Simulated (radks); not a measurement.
Results of a calculation; reference values are marked as such.
The table gives one normalised radial function P(r) = r R(r) of Pr10+ in [Kr] 4d10 5s2 5p1 (r in bohr). Code: a radial shooting solver on a logarithmic mesh with Libxc functionals. Model: non-relativistic Kohn-Sham, LB94 model potential, spin-polarised, spherical densities, point nucleus; open shells are filled with parallel spins first (spin-orbit coupling, left out, can overturn this in heavy ions); relativity is left out, which matters for an element this heavy.

r,P
0.001921,0.0038
0.002521,0.0064
0.003309,0.0108
0.004343,0.0180
0.005701,0.0298
0.007423,0.0480
0.009744,0.0771
0.01279,0.1211
0.01679,0.1848
0.02204,0.2708
0.02892,0.3756
0.03796,0.4822
0.04983,0.5521
0.06541,0.5237
0.08585,0.3294
0.1127,-0.0517
0.1479,-0.5184
0.1942,-0.8158
0.2548,-0.6485
0.3345,0.0545
0.4391,0.9350
0.5717,1.4154
0.7504,1.2684
0.985,0.7337
1.293,0.2671
1.697,0.0566
2.228,0.0061
2.924,0.0003
3.838,0.0000

Which n and l does it have? It may be an empty orbital.

Answer. n = 4, l = 1: the number of nodes gives n - l - 1 = 2, the rise at small r (about r^(l+1)) gives l, and the extent must fit the shell. The curve is that of 4p up; the table hardly tells the two spins apart. 4p up: eigenvalue -384.38 eV, 2 radial nodes at r = 0.109, 0.329 bohr, <r> = 0.661 bohr, 90 % of the charge inside 0.956 bohr.
